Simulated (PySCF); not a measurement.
F4HSTa, multiplicity 1. Atoms are numbered in the order given.

```xyz
7

Ta    -0.0013     0.2140     0.0000
F      1.8872     0.1005     0.0000
F     -1.8841     0.1023     0.0000
F      0.0072     1.0937    -1.6498
F      0.0072     1.0937     1.6498
S     -0.0825    -2.1738     0.0000
H      1.2603    -2.3513     0.0000
```
Charge 0, spin multiplicity 1.

Geometry: B3LYP-D3(BJ)/def2-SVP. The spin state was assumed, not searched. The structure was generated by enumeration; whether it is a known compound was not checked. The def2 effective core potentials stand for the cores of Ta; spin–orbit coupling is left out. One conformer was computed; it need not be the lowest.

Level of theory: PySCF with TDDFT-LC-ωPBE/def2-SVPD.

Vertical excitations. The molecule is in vacuum. State labels are in the subgroup Cs.

```csv
state,symmetry,energy (eV),λ (nm),f,main pairs
S1,A",4.71,263,0.000,HOMO→LUMO 98 %
S2,A',5.69,218,0.001,"HOMO→LUMO+1 45 %, HOMO−1→LUMO 45 %, HOMO→LUMO+3 7 %"
S3,A",5.69,218,0.003,HOMO→LUMO+2 95 %
S4,A',5.80,214,0.010,"HOMO→LUMO+1 53 %, HOMO−1→LUMO 29 %, HOMO→LUMO+3 15 %"
S5,A',5.99,207,0.032,"HOMO→LUMO+3 56 %, HOMO−1→LUMO 21 %, HOMO−1→LUMO+2 18 %"
S6,A",6.53,190,0.000,HOMO−1→LUMO+1 93 %
S7,A",6.64,187,0.001,HOMO−1→LUMO+3 93 %
S8,A",7.60,163,0.044,"HOMO→LUMO+4 57 %, HOMO→LUMO+5 13 %, HOMO→LUMO+12 10 %"
T1,A",4.59,270,0,HOMO→LUMO 97 %
T2,A',5.01,248,0,HOMO→LUMO+3 95 %
T3,A',5.28,235,0,HOMO−1→LUMO 89 %
T4,A",5.33,233,0,HOMO→LUMO+2 93 %
```
Triplets are in the Tamm–Dancoff approximation, which puts them higher than full response would, so one can lie above its singlet here.
